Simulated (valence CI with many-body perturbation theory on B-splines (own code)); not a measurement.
E1 transitions of W⁴¹⁺

Level of theory: configuration interaction combined with many-body perturbation theory (CI+MBPT): five valence electrons over a frozen Dirac-Fock core [Ar] 3d10, a basis of 11 s, 11 p, 10 d, 8 f, 5 g, 2 h functions for each j, with the one-electron correlation potential Σ1 (screened to all orders), the two-electron term Σ2, the three-electron term Σ3, Breit, model QED; selected single and double excitations, second order for the rest, scaled by the run's own slope (own B-spline code, finite nucleus).

The last digits are not significant, and no measured levels were compared; by estimate large intervals hold to a few tenths of a per cent, small ones and those within an open d or f shell to about a per cent. Among the levels kept, up to 2100 cm⁻¹ of a level comes from second order outside the variational space, and about a tenth of that is noise between levels of different J, which matters for small intervals.

Lines 201 to 250 of 519 in falling wavelength, among levels below 4406.3 × 10³ cm⁻¹, chosen from the strongest by gf and those to the six lowest levels. Wavelengths and rates use the calculated energies. Electric multipoles are in the length gauge, E1 and E2 with the static RPA response of the core. Weak lines are less certain than strong ones. Lines between different terms over intervals too small for the method are left out, as are lines whose strength nearly cancels. Where a level lies close to another of its J and parity, the split of strength between their lines is uncertain. The highest levels of a list are the least certain.

Levels are named by their leading jj configuration (3d3/2^4 stands for four electrons in 3d with j = 3/2), which in mixed levels can hold well under half, so a name can repeat and another be missing. Letters in brackets count levels of one name in rising energy.

```
λ vac (Å)                               Upper                               Lower   A (s⁻¹)  S (a.u.) with core polarisation  S without
    63.29  (4s 4p1/2 4p3/2^2 4d5/2) J=1/2 [a]  (4s^2 4p1/2 4p3/2 4d5/2) J=3/2 [a]  3.66e+11                         9.15e-02   9.68e-02
    63.28  (4s^2 4p1/2 4p3/2 4f5/2) J=5/2 [a]  (4s^2 4p1/2 4p3/2 4d3/2) J=3/2 [a]  9.78e+10                         7.34e-02   7.70e-02
    63.24      (4s 4p1/2^2 4p3/2 4f7/2) J=7/2          (4s^2 4p1/2^2 4f5/2) J=5/2  3.77e+10                         3.77e-02   3.99e-02
    63.20  (4s^2 4p1/2 4p3/2 4f5/2) J=5/2 [a]  (4s^2 4p1/2 4p3/2 4d3/2) J=5/2 [a]  1.15e+11                         8.61e-02   9.14e-02
    63.16  (4s 4p1/2 4p3/2^2 4d3/2) J=3/2 [e]  (4s^2 4p1/2 4p3/2 4d3/2) J=5/2 [b]  8.74e+10                         4.35e-02   4.60e-02
    63.14  (4s^2 4p1/2 4d3/2 4d5/2) J=7/2 [b]  (4s^2 4p1/2 4p3/2 4d3/2) J=5/2 [a]  2.90e+10                         2.88e-02   3.03e-02
    63.10  (4s 4p1/2 4p3/2^2 4d5/2) J=5/2 [c]  (4s^2 4p1/2 4p3/2 4d5/2) J=5/2 [b]  5.52e+10                         4.11e-02   4.35e-02
    63.04  (4s 4p1/2 4p3/2^2 4d5/2) J=9/2 [b]  (4s^2 4p1/2 4p3/2 4d5/2) J=7/2 [a]  3.44e+10                         4.25e-02   4.48e-02
    63.01  (4s 4p1/2 4p3/2^2 4d5/2) J=5/2 [c]  (4s^2 4p1/2 4p3/2 4d5/2) J=7/2 [b]  3.57e+10                         2.65e-02   2.80e-02
    62.97  (4s 4p1/2 4p3/2^2 4d5/2) J=7/2 [f]  (4s^2 4p1/2 4p3/2 4d5/2) J=5/2 [b]  9.06e+11                         8.93e-01   9.44e-01
    62.82  (4s 4p1/2^2 4p3/2 4d3/2) J=3/2 [b]          (4s^2 4p1/2^2 4d3/2) J=3/2  2.01e+11                         9.83e-02   1.04e-01
    62.80  (4s 4p1/2^2 4p3/2 4d5/2) J=7/2 [a]          (4s^2 4p1/2^2 4d5/2) J=5/2  1.09e+11                         1.07e-01   1.13e-01
    62.75  (4s 4p1/2 4p3/2^2 4d5/2) J=3/2 [c]      (4s^2 4p1/2 4p3/2 4d5/2) J=1/2  4.39e+11                         2.14e-01   2.26e-01
    62.74  (4s 4p1/2^2 4p3/2 4d5/2) J=5/2 [b]          (4s 4p1/2^2 4p3/2^2) J=5/2  1.38e+11                         1.01e-01   1.07e-01
    62.72  (4s 4p1/2 4p3/2^2 4d5/2) J=5/2 [e]        (4s 4p1/2 4p3/2^3) J=3/2 [a]  4.66e+11                         3.40e-01   3.60e-01
    62.70  (4s 4p1/2 4p3/2^2 4d5/2) J=5/2 [d]  (4s^2 4p1/2 4p3/2 4d5/2) J=5/2 [b]  1.19e+11                         8.70e-02   9.20e-02
    62.61  (4s 4p1/2 4p3/2^2 4d5/2) J=5/2 [d]  (4s^2 4p1/2 4p3/2 4d5/2) J=7/2 [b]  1.57e+11                         1.14e-01   1.20e-01
    62.52  (4s 4p1/2 4p3/2^2 4d3/2) J=3/2 [f]  (4s^2 4p1/2 4p3/2 4d3/2) J=5/2 [b]  7.12e+10                         3.43e-02   3.64e-02
    62.44      (4s 4p1/2^2 4p3/2 4f5/2) J=7/2  (4s 4p1/2^2 4p3/2 4d3/2) J=5/2 [a]  1.51e+11                         1.45e-01   1.53e-01
    62.35  (4s^2 4p1/2 4p3/2 4f7/2) J=5/2 [a]      (4s^2 4p1/2 4p3/2 4d3/2) J=7/2  8.72e+10                         6.26e-02   6.63e-02
    62.34  (4s 4p1/2 4p3/2^2 4d5/2) J=5/2 [f]            (4s 4p1/2 4p3/2^3) J=5/2  5.08e+10                         3.64e-02   3.86e-02
    62.32  (4s 4p1/2 4p3/2^2 4d5/2) J=1/2 [b]        (4s 4p1/2 4p3/2^3) J=3/2 [a]  2.62e+11                         6.25e-02   6.62e-02
    62.14  (4s 4p1/2 4p3/2^2 4d5/2) J=3/2 [a]  (4s^2 4p1/2 4p3/2 4d5/2) J=5/2 [a]  4.48e+11                         2.12e-01   2.25e-01
    62.13  (4s 4p1/2 4p3/2^2 4d5/2) J=3/2 [c]  (4s^2 4p1/2 4p3/2 4d5/2) J=5/2 [b]  8.43e+10                         3.99e-02   4.23e-02
    62.08  (4s 4p1/2 4p3/2^2 4d5/2) J=3/2 [d]        (4s 4p1/2 4p3/2^3) J=3/2 [a]  2.40e+11                         1.13e-01   1.20e-01
    62.08  (4s 4p1/2 4p3/2^2 4d5/2) J=5/2 [a]  (4s^2 4p1/2 4p3/2 4d3/2) J=3/2 [b]  4.15e+10                         2.94e-02   3.11e-02
    62.07  (4s 4p1/2 4p3/2^2 4d5/2) J=5/2 [a]  (4s^2 4p1/2 4p3/2 4d5/2) J=3/2 [a]  1.10e+11                         7.77e-02   8.21e-02
    62.06        (4s 4p1/2 4p3/2^3) J=3/2 [a]          (4s^2 4p1/2 4p3/2^2) J=3/2  4.28e+11                         2.02e-01   2.14e-01
    61.95      (4s^2 4p1/2 4d5/2^2) J=9/2 [b]      (4s^2 4p1/2 4p3/2 4d5/2) J=9/2  2.94e+11                         3.45e-01   3.65e-01
    61.92  (4s 4p1/2 4p3/2^2 4d5/2) J=7/2 [c]  (4s^2 4p1/2 4p3/2 4d5/2) J=5/2 [a]  1.97e+11                         1.85e-01   1.96e-01
    61.92      (4s 4p1/2^2 4p3/2 4f5/2) J=5/2  (4s 4p1/2^2 4p3/2 4d3/2) J=3/2 [a]  1.97e+11                         1.38e-01   1.45e-01
    61.91            (4s 4p1/2 4p3/2^3) J=5/2          (4s^2 4p1/2 4p3/2^2) J=5/2  5.97e+11                         4.20e-01   4.44e-01
    61.83  (4s 4p1/2 4p3/2^2 4d3/2) J=7/2 [c]  (4s^2 4p1/2 4p3/2 4d3/2) J=5/2 [a]  5.80e+10                         5.41e-02   5.70e-02
    61.78  (4s 4p1/2 4p3/2^2 4d5/2) J=5/2 [a]  (4s^2 4p1/2 4p3/2 4d5/2) J=7/2 [a]  8.89e+10                         6.21e-02   6.57e-02
    61.76             (4p1/2^2 4p3/2^3) J=3/2          (4s 4p1/2^2 4p3/2^2) J=3/2  5.95e+11                         2.77e-01   2.93e-01
    61.70  (4s 4p1/2 4p3/2^2 4d3/2) J=3/2 [g]  (4s^2 4p1/2 4p3/2 4d5/2) J=5/2 [a]  7.33e+10                         3.40e-02   3.60e-02
    61.62  (4s 4p1/2 4p3/2^2 4d5/2) J=7/2 [d]  (4s^2 4p1/2 4p3/2 4d5/2) J=5/2 [a]  9.52e+10                         8.80e-02   9.30e-02
    61.61      (4s 4p1/2^2 4p3/2 4f5/2) J=5/2  (4s 4p1/2^2 4p3/2 4d3/2) J=5/2 [a]  5.43e+10                         3.76e-02   3.95e-02
    61.58  (4s 4p1/2 4p3/2^2 4d3/2) J=1/2 [d]  (4s^2 4p1/2 4p3/2 4d3/2) J=3/2 [b]  3.51e+11                         8.08e-02   8.56e-02
    61.58      (4s 4p1/2^2 4p3/2 4f5/2) J=9/2      (4s 4p1/2^2 4p3/2 4d3/2) J=7/2  4.09e+11                         4.71e-01   4.96e-01
    61.55      (4s 4p1/2^2 4p3/2 4f7/2) J=7/2      (4s 4p1/2^2 4p3/2 4d3/2) J=7/2  4.93e+10                         4.54e-02   4.79e-02
    61.44  (4s 4p1/2 4p3/2^2 4d5/2) J=5/2 [b]  (4s^2 4p1/2 4p3/2 4d5/2) J=5/2 [a]  8.15e+10                         5.60e-02   5.92e-02
    61.36  (4s 4p1/2 4p3/2^2 4d3/2) J=1/2 [b]  (4s^2 4p1/2 4p3/2 4d3/2) J=3/2 [a]  3.91e+11                         8.92e-02   9.45e-02
    61.34          (4s 4p1/2^2 4p3/2^2) J=1/2          (4s^2 4p1/2^2 4p3/2) J=3/2  2.36e+11                         5.38e-02   5.70e-02
    61.33  (4s 4p1/2 4p3/2^2 4d3/2) J=5/2 [c]      (4s^2 4p1/2 4p3/2 4d3/2) J=7/2  8.30e+10                         5.67e-02   6.02e-02
    61.30      (4s 4p1/2^2 4p3/2 4f5/2) J=3/2  (4s 4p1/2^2 4p3/2 4d3/2) J=1/2 [a]  9.53e+10                         4.33e-02   4.56e-02
    61.28      (4s 4p1/2^2 4p3/2 4f5/2) J=3/2  (4s 4p1/2^2 4p3/2 4d3/2) J=3/2 [a]  1.37e+11                         6.20e-02   6.52e-02
    61.13      (4s 4p1/2^2 4p3/2 4f5/2) J=1/2  (4s 4p1/2^2 4p3/2 4d3/2) J=1/2 [a]  2.36e+11                         5.31e-02   5.59e-02
    61.12             (4p1/2^2 4p3/2^3) J=3/2          (4s 4p1/2^2 4p3/2^2) J=1/2  1.53e+11                         6.90e-02   7.30e-02
    61.07  (4s 4p1/2 4p3/2^2 4d3/2) J=3/2 [c]  (4s^2 4p1/2 4p3/2 4d3/2) J=5/2 [a]  4.64e+11                         2.09e-01   2.21e-01
```
